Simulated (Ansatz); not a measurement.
Cost and result up the ladder for the cluster Li₅Br₄ (9 atoms). The state is a doublet with charge 0. Geometry: PBE-D4/def2-SVP.

| atom | x (Å) | y (Å) | z (Å) |
| --- | --- | --- | --- |
| Li1 | 3.4691 | -0.1216 | -1.6003 |
| Li2 | -0.2692 | 1.3301 | -0.5335 |
| Li3 | -1.4896 | -1.5331 | 0.9585 |
| Li4 | -2.7024 | 1.3282 | 2.0488 |
| Li5 | 0.9991 | -1.4729 | -1.1324 |
| Br6 | -3.1254 | -0.9268 | 2.5107 |
| Br7 | 3.2352 | -2.2690 | -0.7745 |
| Br8 | -1.4736 | 2.8578 | 0.7894 |
| Br9 | 1.3568 | 0.8075 | -2.2667 |

Ansatz on 4 threads of Arm Neoverse N1 on a shared host. Times are rough, and most runs start from the orbitals of an earlier one. PBE0-D4/def2-TZVP serves as the yardstick here, not as an exact answer. Differences are given only for rows in sets of like size (and for xTB, whose basis is part of the method), since another set adds its own error. Binding counts from free atoms at the same level (Li doublet, Br doublet; other spins of the atoms weren't run), without zero-point energy or a counterpoise term.

LC-ωPBE has ω = 0.4 bohr⁻¹. Correlated methods freeze 36 core orbitals; core or outer-core shells of Li, Br are correlated, in sets that lack core-valence functions. Another isomer (doublet) lies 0.55 eV lower at PBE0-D4/def2-TZVP; other spin states weren't run for this one.

Run but left out: B97M-V/def2-TZVP (an occupied level 1.06 eV above an empty one).

Correlated methods converge slowly with the basis.

```json
{"level": "HF/STO-3G", "functions": "97", "wall time": "2.3 s", "binding energy per atom (eV)": "2.79", "difference from PBE0-D4/def2-TZVP (eV)": "–"}
{"level": "PBE-D4/def2-SVP", "functions": "173", "wall time": "9.5 s", "binding energy per atom (eV)": "2.60", "difference from PBE0-D4/def2-TZVP (eV)": "–"}
{"level": "revPBE-D4/def2-TZVP", "functions": "262", "wall time": "13 s", "binding energy per atom (eV)": "2.45", "difference from PBE0-D4/def2-TZVP (eV)": "-0.07"}
{"level": "PBE-D4/def2-TZVP (with forces)", "functions": "262", "wall time": "15 s", "binding energy per atom (eV)": "2.53", "difference from PBE0-D4/def2-TZVP (eV)": "0.00"}
{"level": "PBE0-D4/def2-SVP", "functions": "173", "wall time": "20 s", "binding energy per atom (eV)": "2.59", "difference from PBE0-D4/def2-TZVP (eV)": "–"}
{"level": "LC-ωPBE/def2-TZVP", "functions": "262", "wall time": "21 s", "binding energy per atom (eV)": "2.48", "difference from PBE0-D4/def2-TZVP (eV)": "-0.04"}
{"level": "PBE0-D4/def2-TZVP", "functions": "262", "wall time": "31 s", "binding energy per atom (eV)": "2.52", "difference from PBE0-D4/def2-TZVP (eV)": "0.00"}
{"level": "MP2/def2-TZVP", "functions": "262", "wall time": "32 s", "binding energy per atom (eV)": "2.51", "difference from PBE0-D4/def2-TZVP (eV)": "-0.01"}
{"level": "r2SCAN-D4/def2-TZVP", "functions": "262", "wall time": "33 s", "binding energy per atom (eV)": "2.57", "difference from PBE0-D4/def2-TZVP (eV)": "0.05"}
{"level": "RPA@PBE/def2-TZVP", "functions": "262", "wall time": "33 s", "binding energy per atom (eV)": "2.21", "difference from PBE0-D4/def2-TZVP (eV)": "-0.31"}
```
